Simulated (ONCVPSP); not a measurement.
# Potentials for nitrogen compared

Generated with ld1.x 7.5 (TM, RRKJ, ultrasoft, PAW), atompaw 4.2 or ONCVPSP 4.0.1. The cutoff is in Ry: for ld1.x and atompaw files where the sum of valence levels is converged to 10 mRy in a Bessel basis, for ONCV files where the hardest occupied wave has 1 mHa per electron of residual kinetic energy. The error is the largest all-electron minus pseudo excitation energy over each file’s own four to seven test configurations (ionisations up to +4, promotions, holes and added fractions of an electron), all of which were solved. The labels leave out finer settings (local radius, basis sizes, second energies), which also bear on the numbers. Spin-polarised tests are not counted. The rows are a selection from randomly drawn settings: files with unsolved tests, undetermined cutoffs or missed reference levels are left out.

| potential | cutoff (Ry) | largest error (meV) | bound ghosts |
| --- | --- | --- | --- |
| ONCV, PBE, scalar-relativistic, rc 1.05/2.45/1.95 (spd), local smoothed, core correction yes, reference 2s2 2p3, qcut 7.5/6.3/5.5, projectors 2/1/2 | 52 | +3211 | none |
| ONCV, PBE, scalar-relativistic, rc 0.70/2.40/1.95 (spd), local s, core correction yes, reference 2s2 2p3, qcut 9.1/5.3/5, projectors 0/2/1 | 60 | +4272 | none |
| ONCV, LDA (Perdew-Zunger), non-relativistic, rc 0.85/1.65 (sp), local smoothed, core correction no, reference 2s2 2p2.5, qcut 8.5/9, projectors 1/2 | 60 | +707 | none |
| ONCV, PW91, scalar-relativistic, rc 1.24/1.78 (sp), local smoothed, core correction yes, reference 2s1 2p4, qcut 8.5/8.2, projectors 3/1 | 45 | +1380 | none |
| ONCV, PBEsol, scalar-relativistic, rc 1.05/2.50/1.90 (spd), local smoothed, core correction yes, reference 2s1 2p4, qcut 7.4/5.5/5, projectors 2/2/2 | 49 | +1706 | none |
| ONCV, PBE, scalar-relativistic, rc 0.85/1.30/1.00 (spd), local s, core correction no, reference 2s2 2p3, qcut 8.7/6.4/8.2, projectors 0/1/1 | 109 | +699 | none |

(1) Fill in the row for N: ONCV, PBEsol, scalar-relativistic, rc 0.95/2.50 (sp), local smoothed, core correction yes, reference 2s2 2p2.5, qcut 8.7/4.8, projectors 1/3.

## Answers

(1) cutoff 60 Ry, largest error +1007 meV, bound ghosts: none.
